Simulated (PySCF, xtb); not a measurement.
Be(Cl)(OMe) (CH3BeClO), SMILES [O]([Be][Cl])C.

GFN2-xTB (xtb 6.7.1) at its own geometry gives an orbital gap of 7.45 eV and a dipole moment of 3.61 D.

Geometry: ωB97X-D3(BJ)/def2-SVP. The values are those of a single conformer.

Question: What does CAM-B3LYP/def2-TZVPD (PySCF) give? (An estimate is asked for; the answer gives what the named calculation found.)

Answer: gap 10.19 eV (levels -10.00 and 0.19 eV), dipole 2.46 D.
